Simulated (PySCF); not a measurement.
**Simulated absorption spectrum**

C₅H₅F₃O.
SMILES: `C/C(C=O)=C/C(F)(F)F`

The calculation used TDDFT CAM-B3LYP/def2-SVPD, vertical, gas phase, core orbitals frozen in the response in PySCF 2.14.0, density-fitted response routines. One conformer (not necessarily the lowest) at the GFN2-xTB geometry, without solvent, vibrations or thermal averaging. Torsions of this conformer, `[CH3:1]/[C:2]([CH:3]=[O:4])=[CH:5]/[C:6]([F:7])([F:8])[F:9]`: C1–C2–C3–O4 0°, C2–C5–C6–F7 60°.

Broadening: Gaussians 0.3 eV wide at half height, area fixed by f = 4.319×10⁻⁹ ∫ε dν̃. The width is an assumption, not a result. The curve ends short of the highest state used, and states not computed would add to its high-energy end.

E (eV), ε (L mol⁻¹ cm⁻¹) and a bar:
```
     3.18          0 
     3.28          0 
     3.39          3 
     3.50         11 
     3.61         18 
     3.71         14 
     3.82          6 
     3.93          1 
     4.04          0 
     4.14          0 
     4.25          0 
     4.36          0 
     4.47          0 
     4.57          0 
     4.68          0 
     4.79          0 
     4.90          0 
     5.00          0 
     5.11          0 
     5.22          0 
     5.33          0 
     5.43          5 
     5.54        127 
     5.65       1539 #
     5.76       8836 ########
     5.86      22666 ######################
     5.97      31359 ##############################
     6.08      20586 ####################
     6.19       6412 ######
     6.29       1163 #
     6.40         87 
     6.51          3 
     6.62          0 
     6.72          1 
     6.83          4 
     6.94          9 
     7.05         12 
     7.15          9 
     7.26         11 
     7.37         20 
     7.48         24 
     7.58         37 
     7.69        121 
     7.80        260
```

(1) Where are the band maxima, and which computed states make them?

(2) Coming from long wavelengths, where does ε first pass 100 L mol⁻¹ cm⁻¹?

(3) Does any computed singlet lie in the visible range?

(4) On this curve, what absorbance would a 10⁻⁵ mol/L sample give at 222 nm over a 1 cm path?

Answers

(1) 342 nm (3.63 eV), ε about 18, made up of S1 (100%); 208 nm (5.96 eV), ε about 31000, made up of S2 (100%); 176 nm (7.03 eV), ε about 12, made up of S3 (99%) (ε in L mol⁻¹ cm⁻¹; maxima over ε = 5, shares over 10%). At its high-energy end, 7.80 eV, the curve is still rising (ε about 260, from S5 and S6). The states used: S1 3.63 eV (f 0.0002); S2 5.96 eV (f 0.349); S3 7.02 eV (f 0.0001); S4 7.43 eV (f 0.0002); S5 7.85 eV (f 0.0026); S6 7.93 eV (f 0.0007); S7 8.23 eV (f 0.0075); S8 8.40 eV (f 0.0019).

(2) At about 224 nm (5.53 eV), 1.91 eV above S1.

(3) No computed singlet lies in the visible range (380 to 750 nm); the lowest, at 342 nm, stands 0.36 eV above its violet end (3.26 eV); a Tamm–Dancoff triplet lies at 403 nm, without intensity as long as spin–orbit coupling is left out.

(4) 222 nm is 5.585 eV, where ε is about 380 L mol⁻¹ cm⁻¹, so A = ε c l ≈ 0.0038 (Beer–Lambert, with the gas-phase spectrum and the assumed width).
